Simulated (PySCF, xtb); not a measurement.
GaCl4, SMILES [Cl][Ga-]([Cl])([Cl])[Cl], charge -1.

Harmonic wavenumbers (cm⁻¹) from GFN2-xTB in xtb at its own minimum, in rising order: 83, 83, 119, 119, 119, 284, 305, 305, 305.

What does PySCF with B3LYP-D3(BJ)/def2-SVPD give at its own minimum? (An estimate is asked for; the answer gives what the named calculation found.)

99, 99, 140, 140, 140, 318, 359, 359, 359. Paired by order, the mean absolute difference is 32 cm⁻¹ and the zero-point energies are 2.5 and 2.9 kcal/mol.
